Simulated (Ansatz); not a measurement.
Stepwise reaction of `[O]=[Mo](=[O])([F])[F]` with water, as a gas-phase model of exchange steps in deposition or etching. ΔE in kJ/mol; ΔG adds harmonic PBE0-D4 terms to CCSD(T)/CBS, at 1 bar.

Isolated molecules relaxed with PBE0-D4/def2-TZVP in Ansatz; ΔE leaves out vibrations. CCSD(T)/CBS adds triple-zeta CCSD(T) − MP2 to the extrapolated MP2 energy (def2 sets, frozen cores). This one scheme is used for every species. DFT in def2-TZVPP. B3LYP here is the variant with VWN-RPA as its local correlation; programs differ in this. def2 core potentials past Kr. For Mo outer-core shells are correlated without core-valence functions, which leaves a few kJ/mol of doubt a bond. Each species was taken in one conformer, which may not be the lowest.

| step | reaction | PBE-D4 | B3LYP-D4 | ωB97M-V | CCSD(T)/CBS | ΔG(600 K) |
| --- | --- | --- | --- | --- | --- | --- |
| 1 | `[O]=[Mo](=[O])([F])[F]` + H₂O → `[O]=[Mo](=[O])([OH])[F]` + H–F | 23.6 | 21.7 | 23.6 | 18.5 | 16.2 |
| 2 | `[O]=[Mo](=[O])([OH])[F]` + H₂O → `[O]=[Mo](=[O])([OH])[OH]` + H–F | 28.7 | 27.4 | 29.1 | 23.8 | 27.8 |

(1) By hand: ΔE of the 2 steps together at CCSD(T)/CBS.

Answers

(1) (18.5) + (23.8) = 42.3 kJ/mol, or 21.1 kJ/mol a step.

In ΔE each step is higher than the one before. All are uphill at CCSD(T)/CBS. ΔG lies between 16.2 and 27.8 kJ/mol a step. PBE-D4 differs from CCSD(T)/CBS by 4.9 to 5.1 kJ/mol a step. Isolated molecules leave out the surface, adducts and barriers. Largest T1 diagnostic: 0.025.
